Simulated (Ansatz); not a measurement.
(HInSe)4 cubane (In4H4Se4). The state is a singlet with charge 0. Geometry PBE-D4/def2-SVP.

Cartesian coordinates in Å:
```
In 1.183 -0.415 -1.788
H 2.119 -0.744 -3.205
Se 2.069 -1.207 0.639
In 1.167 1.232 1.375
H 2.088 2.207 2.466
Se 0.599 2.135 -1.108
In -1.822 1.064 -0.564
H -3.264 1.906 -1.013
Se -1.324 -1.399 -1.560
In -0.528 -1.881 0.977
H -0.944 -3.370 1.751
Se -1.344 0.471 2.029
```

In the def2 sets In takes a core potential; there is no spin–orbit coupling. Single mean-field runs in def2-TZVP are fitted with def2-universal-jkfit.

Q: Estimate the orbital energies around the gap (eV) in Ansatz with HF/def2-TZVP, PBE-D4/def2-SVP, revPBE-D4/def2-TZVP, r2SCAN-D4/def2-TZVP, BHLYP-D4/def2-TZVP.

A: 
| orbital | HF/def2-TZVP | PBE-D4/def2-SVP | revPBE-D4/def2-TZVP | r2SCAN-D4/def2-TZVP | BHLYP-D4/def2-TZVP |
| --- | --- | --- | --- | --- | --- |
| HOMO−5 | -10.13 | -6.79 | -6.73 | -7.08 | -8.69 |
| HOMO−4 | -10.12 | -6.79 | -6.73 | -7.08 | -8.69 |
| HOMO−3 | -10.12 | -6.79 | -6.73 | -7.08 | -8.69 |
| HOMO−2 | -9.51 | -6.24 | -6.20 | -6.54 | -8.11 |
| HOMO−1 | -9.51 | -6.24 | -6.20 | -6.54 | -8.11 |
| HOMO | -9.51 | -6.24 | -6.20 | -6.53 | -8.11 |
| LUMO | 1.02 | -2.35 | -2.36 | -2.29 | -0.91 |
| LUMO+1 | 1.02 | -2.35 | -2.36 | -2.29 | -0.91 |
| LUMO+2 | 1.02 | -2.35 | -2.36 | -2.29 | -0.91 |
| LUMO+3 | 1.75 | -1.99 | -1.98 | -1.85 | -0.47 |
| LUMO+4 | 1.75 | -1.61 | -1.55 | -1.39 | -0.27 |
| LUMO+5 | 1.75 | -1.61 | -1.55 | -1.39 | -0.27 |
